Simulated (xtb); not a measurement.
Input for xtb:
```
$ xtb mol.xyz --gfn 2 --uhf 1 --opt vtight --json

# file mol.xyz
4

Si     0.27522798     0.31279177     0.21585775
Cl    -0.85395124    -0.89558577     1.45681267
Cl     1.44295357    -0.84283972    -0.89166462
Cl    -0.85178624     1.47366423    -0.86578849
```

What does this run give for the total energy at the end of the optimisation, dipole moment?


| Quantity | Value |
|---|---|
| total energy at the end of the optimisation | -15.4484 Eh |
| dipole moment | 0.12 D |
